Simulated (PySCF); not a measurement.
Compound: C9H16O.
Atom-mapped SMILES: `[CH3:1][O:2][C@@H:3]1[CH2:4][CH2:5][C@H:6]2[CH2:7][CH2:8][C@@H:9]1[CH2:10]2` (hydrogens: H11, H12, H13 on C1; H14 on C3; H15, H16 on C4; H17, H18 on C5; H19 on C6; H20, H21 on C7; H22, H23 on C8; H24 on C9; H25, H26 on C10)

The same species was optimised twice, with GFN2-xTB and with PBE0-D3(BJ)/def2-SVP (PySCF), and the same property calculations (PySCF, gas phase) were run on both structures.

```tsv
coordinate	GFN2-xTB	PBE0-D3(BJ)/def2-SVP	change
C1–O2 (Å)	1.401	1.392	-0.009
C7–C8 (Å)	1.541	1.550	+0.009
O2–C3 (Å)	1.418	1.410	-0.008
C3–C4 (Å)	1.532	1.525	-0.007
C6–C10 (Å)	1.526	1.531	+0.005
C6–C7 (Å)	1.536	1.540	+0.004
C8–C9 (Å)	1.534	1.539	+0.005
C9–C10 (Å)	1.526	1.529	+0.003
C5–C6 (Å)	1.529	1.532	+0.003
C3–C9 (Å)	1.541	1.539	-0.002
C4–C5 (Å)	1.528	1.528	0.000
C7–C6–C10 (°)	102.9	102.2	-0.7
C5–C6–C10 (°)	108.2	108.8	+0.6
C8–C9–C10 (°)	103.1	102.7	-0.4
C3–C9–C10 (°)	108.5	108.9	+0.4
O2–C3–C9 (°)	112.6	112.3	-0.3
C4–C3–C9 (°)	110.7	111.0	+0.3
O2–C3–C4 (°)	107.1	106.9	-0.2
C6–C10–C9 (°)	100.6	100.8	+0.2
C1–O2–C3–C4 (°)	-166	-170	-4
```

Rotational constants: A = 2342, B = 1123, C = 1003 MHz (GFN2-xTB) against A = 2318, B = 1133, C = 1012 MHz (PBE0-D3(BJ)/def2-SVP). Point groups within 0.08 Å: C1 and C1.

On the GFN2-xTB structure: HOMO (eV) -7.11 [PBE0/pcSseg-1]; LUMO (eV) 1.24 [PBE0/pcSseg-1]; dipole (D) 1.12 [PBE0/pcSseg-1]; GIAO shielding of C1 (ppm) 128.9 [PBE0/pcSseg-1]; GIAO shielding of O2 (ppm) 293.0 [PBE0/pcSseg-1]; GIAO shielding of C3 (ppm) 102.4 [PBE0/pcSseg-1]; GIAO shielding of C4 (ppm) 157.2 [PBE0/pcSseg-1]; GIAO shielding of C5 (ppm) 153.9 [PBE0/pcSseg-1]; GIAO shielding of C6 (ppm) 148.5 [PBE0/pcSseg-1]; GIAO shielding of C7 (ppm) 156.8 [PBE0/pcSseg-1]; GIAO shielding of C8 (ppm) 157.6 [PBE0/pcSseg-1].

Question: What do these properties become on the PBE0-D3(BJ)/def2-SVP structure?

Answer: 
| property | level | on GFN2-xTB | on PBE0-D3(BJ)/def2-SVP | change |
| --- | --- | --- | --- | --- |
| HOMO (eV) | PBE0/pcSseg-1 | -7.11 | -7.13 | -0.02 |
| LUMO (eV) | PBE0/pcSseg-1 | 1.24 | 1.20 | -0.04 |
| dipole (D) | PBE0/pcSseg-1 | 1.12 | 1.09 | -0.03 |
| energy, GFN2-xTB geometry as zero (kcal/mol) | PBE0/pcSseg-1 | 0.0 | -0.4 | -0.4 |
| GIAO shielding of C1 (ppm) | PBE0/pcSseg-1 | 128.9 | 128.7 | -0.2 |
| GIAO shielding of O2 (ppm) | PBE0/pcSseg-1 | 293.0 | 294.9 | +1.9 |
| GIAO shielding of C3 (ppm) | PBE0/pcSseg-1 | 102.4 | 103.3 | +0.9 |
| GIAO shielding of C4 (ppm) | PBE0/pcSseg-1 | 157.2 | 156.2 | -1.0 |
| GIAO shielding of C5 (ppm) | PBE0/pcSseg-1 | 153.9 | 153.0 | -0.9 |
| GIAO shielding of C6 (ppm) | PBE0/pcSseg-1 | 148.5 | 147.2 | -1.3 |
| GIAO shielding of C7 (ppm) | PBE0/pcSseg-1 | 156.8 | 154.4 | -2.4 |
| GIAO shielding of C8 (ppm) | PBE0/pcSseg-1 | 157.6 | 155.7 | -1.9 |

The heavy atoms differ by 0.027 Å rms after alignment. Among bonds between heavy atoms C1–O2, O2–C3 and C7–C8 change most and about equally (-0.009 to +0.009 Å). Changes are differences of the printed values. Neither structure is proved a minimum here.
